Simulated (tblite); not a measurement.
Input of a run (GFN2-xTB geometry optimisation, gas phase (tblite 0.8.0)), started from a force field or distance geometry:
```
{"job": {"kind": "relax", "xc": "GFN2-xTB", "basis": "xTB"}, "charge": 0, "multiplicity": 1}
C      2.987900    -0.419700    -0.403400
C      1.903800    -0.401800     0.328500
C      0.833000    -0.392100     1.066000
C     -0.374800     0.076700     0.416900
C     -0.849000     1.260400     0.762400
F     -0.129900     1.951300     1.692200
C     -1.132500    -0.705200    -0.595600
N     -2.282000     0.036000    -1.030600
H      3.571100     0.481900    -0.395100
H      3.173100    -1.310900    -0.943100
H      0.928500    -0.724500     2.079300
H     -1.748500     1.680100     0.324700
H     -0.439400    -0.896600    -1.426000
H     -1.394000    -1.667100    -0.099800
H     -2.091600     0.908000    -1.541100
H     -2.963200     0.132600    -0.246800
```

Output (eV, eV/Å):
```
step      E/eV     max force
  0    -665.10430    1.959
  1    -665.25947    1.479
  2    -665.36318    2.432
  3    -665.52595    1.170
  4    -665.57244    0.968
  5    -665.59753    0.508
  6    -665.61971    0.540
  7    -665.63655    0.389
  8    -665.64382    0.227
  9    -665.64986    0.211
 10    -665.65536    0.244
 11    -665.66169    0.217
 12    -665.66743    0.174
 13    -665.67251    0.179
 14    -665.67744    0.193
 15    -665.68255    0.174
 16    -665.68678    0.153
 17    -665.68971    0.111
 18    -665.69177    0.109
 19    -665.69334    0.105
 20    -665.69457    0.094
 21    -665.69544    0.078
 22    -665.69606    0.062
 23    -665.69664    0.063
 24    -665.69724    0.068
 25    -665.69780    0.072
 26    -665.69832    0.060
 27    -665.69889    0.064
 28    -665.69959    0.064
 29    -665.70040    0.076
 30    -665.70118    0.067
 31    -665.70192    0.059
 32    -665.70274    0.070
 33    -665.70362    0.079
 34    -665.70437    0.082
 35    -665.70496    0.073
 36    -665.70556    0.063
 37    -665.70643    0.078
 38    -665.70766    0.100
 39    -665.70897    0.087
 40    -665.71001    0.070
 41    -665.71085    0.074
 42    -665.71186    0.088
 43    -665.71324    0.102
 44    -665.71493    0.110
 45    -665.71680    0.117
 46    -665.71902    0.120
 47    -665.72228    0.189
 48    -665.72782    0.287
 49    -665.73582    0.366
 50    -665.74492    0.308
 51    -665.75175    0.501
 52    -665.74779    0.692
 53    -665.76519    0.516
 54    -665.77072    0.323
 55    -665.78031    0.191
 56    -665.78990    0.393
 57    -665.79909    0.215
 58    -665.80851    0.167
 59    -665.82833    0.236
 60    -665.83898    0.306
 61    -665.84462    0.251
 62    -665.84784    0.291
 63    -665.85190    0.161
 64    -665.85552    0.220
 65    -665.86043    0.226
 66    -665.86543    0.223
 67    -665.86893    0.357
 68    -665.87361    0.364
 69    -665.87674    0.172
 70    -665.87904    0.198
 71    -665.88034    0.245
 72    -665.88148    0.181
 73    -665.88210    0.103
 74    -665.88262    0.056
 75    -665.88298    0.055
 76    -665.88322    0.046
 77    -665.88336    0.039
 78    -665.88352    0.036
 79    -665.88371    0.037
 80    -665.88388    0.036
 81    -665.88400    0.031
 82    -665.88409    0.031
 83    -665.88418    0.029
 84    -665.88427    0.029
 85    -665.88439    0.035
 86    -665.88455    0.035
 87    -665.88474    0.032
 88    -665.88491    0.029
 89    -665.88506    0.035
 90    -665.88523    0.050
 91    -665.88550    0.058
 92    -665.88600    0.063
 93    -665.88684    0.077
 94    -665.88781    0.059
 95    -665.88853    0.063
 96    -665.88905    0.051
 97    -665.88947    0.057
 98    -665.88986    0.043
 99    -665.89023    0.034
100    -665.89055    0.039
101    -665.89077    0.047
102    -665.89114    0.057
103    -665.89148    0.045
104    -665.89173    0.038
105    -665.89189    0.041
106    -665.89203    0.044
107    -665.89221    0.039
108    -665.89242    0.039
109    -665.89257    0.028
110    -665.89265    0.018
111    -665.89270    0.015
112    -665.89275    0.017
113    -665.89284    0.030
114    -665.89299    0.048
115    -665.89321    0.060
116    -665.89347    0.055
117    -665.89378    0.051
118    -665.89418    0.061
119    -665.89464    0.063
120    -665.89506    0.043
121    -665.89531    0.043
122    -665.89542    0.036
123    -665.89557    0.029
124    -665.89572    0.029
125    -665.89591    0.037
126    -665.89612    0.026
127    -665.89637    0.031
128    -665.89657    0.026
129    -665.89665    0.018
130    -665.89668    0.016
131    -665.89669    0.011
132    -665.89671    0.009
```

Summarise the run.

The energy falls by 0.792 eV over 132 L-BFGS steps, the largest force on an atom goes from 1.96 to 0.009 eV/Å, and the atoms move by 0.882 Å rms after alignment. Among the bonds, C4–C7 and N8–H16 change most and about equally (-0.029 to +0.028 Å). Bonds longer at the end by more than 0.005 Å: 6 of 15; shorter: 6. Among the angles that change most is H9–C1–H10, from 128.0° to 116.2°. Among the dihedrals that turn most is C2–C3–C4–C7, from 73° to -1°. The energy rose by more than 1e-5 eV at step 52. The first step brought 20 % of the lowering.

What are the final bond lengths?

C1=C2 1.292 Å, C2=C3 1.305 Å, C3–C4 1.456 Å, C4=C5 1.332 Å, C5–F6 1.350 Å, C4–C7 1.515 Å, C7–N8 1.446 Å, C1–H9 1.079 Å, C1–H10 1.079 Å, C3–H11 1.083 Å, C5–H12 1.080 Å, C7–H13 1.095 Å, C7–H14 1.095 Å, N8–H15 1.014 Å, N8–H16 1.014 Å. Numbering counts from 1 in the input's order; the species is `C=C=C/C(=C\F)CN`.

On Arm Neoverse N1, one thread, shared host with 64 logical CPUs at a one-minute load of 59, this took 1.2 s wall.

Its GFN2-xTB frequencies are all real (lowest 58 cm⁻¹). The numbers are those of one conformer. 3 starts were optimised and ended at 0.00, 0.97 and 1.16 kcal/mol (GFN2-xTB); the lowest of these is shown.

These are computed values.
